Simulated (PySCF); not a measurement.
**Hg⁺ (mercury, charge +1): CAM-B3LYP calculation**

Configuration: [Xe] 4f14 5d10 6p1, 2P determinant (an excited configuration). All numbers are calculated (PySCF 2.14, a scalar-relativistic core potential, in aug-cc-pVDZ-PP with ECP60MDF (5s5p4d2f, 54 functions)).

* Total energy: -152.8213 hartree
* One-electron energy: -261.8837 hartree
* Hartree (Coulomb) energy: 122.6447 hartree
* Exchange-correlation energy: -13.5823 hartree
* ⟨S²⟩: 0.7565
* ⟨L²⟩: 2.028
* Sum of ⟨r⟩: 26.36 bohr
* Sum of ⟨r²⟩: 47.55 bohr²
* Traceless quadrupole moment −½Σ⟨3z² − r²⟩ along its main axis: -5.07 e·bohr²

| shell | electrons | mean orbital energy (hartree) | spread (hartree) | rms radius, mean of both spins (bohr) |
| --- | --- | --- | --- | --- |
| 5s α | 1 | -4.94489 | 0 | 0.971 |
| 5s β | 1 | -4.94288 | 0 | 0.971 |
| 5p α | 3 | -3.05842 | 0.00880 | 1.12 |
| 5p β | 3 | -3.05679 | 0.01290 | 1.12 |
| 5d α | 5 | -0.88047 | 0.00894 | 1.59 |
| 5d β | 5 | -0.87610 | 0.01765 | 1.59 |
| 6p α | 1 | -0.38371 | 0 | 3.61 |

Energies and moments cover only the electrons outside the core potential. Spin-orbit coupling, absent here, splits the open shell strongly.
